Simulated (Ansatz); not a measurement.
Computed with Ansatz on PBE0-D4/def2-TZVP structures; ΔE is electronic, products minus reactants. CBS: MP2 limit from def2 TZ/QZ plus the TZ coupled-cluster correction, frozen cores. Functionals use def2-TZVPP. B3LYP here is the variant with VWN-RPA as its local correlation; programs differ in this. For Ge outer-core shells are correlated without core-valence functions, which leaves a few kJ/mol of doubt a bond. Scalar relativity is left out up to krypton. Each species was taken in one conformer, which may not be the lowest.

Consider the formal exchange of groups at a Ge–O bond: `[CH3][Al]([F])[O][GeH3]` + `C#C[SiH3]` → `[SiH3]C#[C][GeH3]` + `[CH3][Al]([OH])[F]`.

```csv
level,ΔE (kJ/mol),difference from CCSD(T)/CBS
r2SCAN-D4,15.9,0.8
B3LYP-D4,19.3,4.2
ωB97X-V,19.8,4.7
ωB97M-V,17.7,2.6
B2PLYP,18.8,3.7
PBE,9.2,-5.9
r2SCAN,15.9,0.8
B3LYP,19.0,3.9
HF/def2-TZVPP,31.5,16.4
CCSD/def2-TZVPP,17.9,2.8
CCSD(T)/def2-TZVPP,15.9,0.8
HF/def2-QZVPP,33.3,18.2
MP2/def2-QZVPP,13.4,-1.7
SCS-MP2/def2-QZVPP,18.5,3.4
HF/CBS(def2),33.6,18.5
CCSD/CBS(def2),17.0,1.9
CCSD(T)/CBS,15.1,0
```

Largest T1 diagnostic among the species: 0.013.

In def2-TZVPP, CCSD(T) changes the Hartree–Fock value by −15.6 kJ/mol (the triples alone add −1.9 kJ/mol) and MP2 by −18.2 kJ/mol.
